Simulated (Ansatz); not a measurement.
Consider the silylene formation by 1,1-elimination: `FC(Cl)C[SiH3]` → `CC(F)Cl` + `[SiH2]`.

Computed with Ansatz on PBE0-D4/def2-TZVP structures; ΔE is electronic, products minus reactants. CCSD(T)/CBS is the MP2 limit (def2-TZVPP, def2-QZVPP) plus CCSD(T) − MP2 in def2-TZVPP, frozen cores. This one scheme is used for every species. Functionals use def2-TZVPP. B3LYP here is the variant with VWN-RPA as its local correlation; programs differ in this. Each species was taken in one conformer, which may not be the lowest.

| level | ΔE (eV) | difference from CCSD(T)/CBS |
| --- | --- | --- |
| PBE-D4 | 2.37 | 0.03 |
| r2SCAN-D4 | 2.53 | 0.19 |
| PBE0-D4 | 2.45 | 0.11 |
| B3LYP-D4 | 2.28 | -0.06 |
| ωB97X-V | 2.44 | 0.10 |
| ωB97M-V | 2.30 | -0.04 |
| B2PLYP | 2.27 | -0.07 |
| PBE | 2.28 | -0.06 |
| r2SCAN | 2.51 | 0.17 |
| PBE0 | 2.37 | 0.03 |
| B3LYP | 2.14 | -0.20 |
| HF/def2-TZVPP | 2.09 | -0.25 |
| MP2/def2-TZVPP | 2.48 | 0.14 |
| SCS-MP2/def2-TZVPP | 2.35 | 0.01 |
| CCSD/def2-TZVPP | 2.22 | -0.12 |
| CCSD(T)/def2-TZVPP | 2.27 | -0.07 |
| HF/def2-QZVPP | 2.10 | -0.24 |
| MP2/def2-QZVPP | 2.52 | 0.18 |
| SCS-MP2/def2-QZVPP | 2.39 | 0.05 |
| HF/CBS(def2) | 2.10 | -0.24 |
| MP2/CBS(def2) | 2.54 | 0.20 |
| CCSD/CBS(def2) | 2.28 | -0.06 |
| CCSD(T)/CBS | 2.34 | 0 |

Largest T1 diagnostic among the species: 0.014.

From PBE to PBE0 (25 % exact exchange), in def2-TZVPP and without D4, ΔE moves by +0.09 eV. The D4 term adds +0.14 eV with B3LYP and +0.08 eV with PBE0; it sums over pairs of atoms, weighted by their polarisabilities, and B3LYP, whose exchange is more repulsive, gets the larger term.
